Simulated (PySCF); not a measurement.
Computed IR spectrum (relative IR intensity) of a molecule C2H7FOSi2. Geometry: B3LYP-D3(BJ)/def2-SVP. One conformer was computed; it need not be the lowest. Level of theory: B3LYP-D3(BJ)/def2-SVP run with PySCF. Frequencies are harmonic and unscaled.

Lines under 2 % of the strongest are left out, and lines within 2 cm⁻¹ are merged.

```json
[
 {"ν (cm⁻¹)": "85", "relative intensity": "3.0"},
 {"ν (cm⁻¹)": "235", "relative intensity": "5.1"},
 {"ν (cm⁻¹)": "250", "relative intensity": "12"},
 {"ν (cm⁻¹)": "353", "relative intensity": "3.3"},
 {"ν (cm⁻¹)": "581", "relative intensity": "8.8"},
 {"ν (cm⁻¹)": "598", "relative intensity": "6.7"},
 {"ν (cm⁻¹)": "674", "relative intensity": "2.7"},
 {"ν (cm⁻¹)": "743", "relative intensity": "17"},
 {"ν (cm⁻¹)": "761", "relative intensity": "47"},
 {"ν (cm⁻¹)": "824", "relative intensity": "18"},
 {"ν (cm⁻¹)": "839", "relative intensity": "100"},
 {"ν (cm⁻¹)": "903", "relative intensity": "30"},
 {"ν (cm⁻¹)": "919", "relative intensity": "46"},
 {"ν (cm⁻¹)": "928", "relative intensity": "70"},
 {"ν (cm⁻¹)": "940", "relative intensity": "56"},
 {"ν (cm⁻¹)": "1271", "relative intensity": "13"},
 {"ν (cm⁻¹)": "1426", "relative intensity": "2.3"},
 {"ν (cm⁻¹)": "1714", "relative intensity": "43"},
 {"ν (cm⁻¹)": "2216", "relative intensity": "23"},
 {"ν (cm⁻¹)": "2225", "relative intensity": "36"},
 {"ν (cm⁻¹)": "2241", "relative intensity": "67"},
 {"ν (cm⁻¹)": "2246", "relative intensity": "40"}
]
```

Question: Pick the molecule that these values belong to.
A) C[Si@H](F)C(=O)[SiH3]
B) C=C(F)[SiH2]O[SiH3]
C) C=C([SiH3])[Si@H](O)F
D) FC[Si@H]1CO[SiH2]1

Answer: A, C[Si@H](F)C(=O)[SiH3]
